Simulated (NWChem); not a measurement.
**Total energies of trichloroethylene (C$_{2}$HCl$_{3}$)**

```
C
C 1 1.3397
H 2 1.0909 1 120.43
Cl 2 1.7090 3 115.95 1 180.00
Cl 1 1.7113 2 123.65 3 180.00
Cl 1 1.7211 2 120.39 3 0.00
```
Charge 0, spin multiplicity 1.

The numbers come from NWChem runs, not from measurements. Structure: optimised with PBE0/def2-SVP, a minimum by its harmonic frequencies.

Basis set: 6-311G** (120 functions).

```tsv
method	total energy (Ha)	relative cost
RHF	-1454.80655	1
MP2	-1455.50099	under 3
B2PLYP	-1456.90635	under 3
PBE	-1456.77239	under 3
B3LYP	-1457.46840	under 3
LDA (SVWN5)	-1452.30536	under 3
```

Total energies of different functionals aren't comparable as a measure of quality: only differences taken within one method are. Costs are rough ratios of processor time within this set of runs, SCF included, with RHF as 1.

The correlated methods keep 17 core orbitals frozen. B3LYP has NWChem's definition, with VWN1-RPA local correlation. The Pople sets run with spherical d functions.
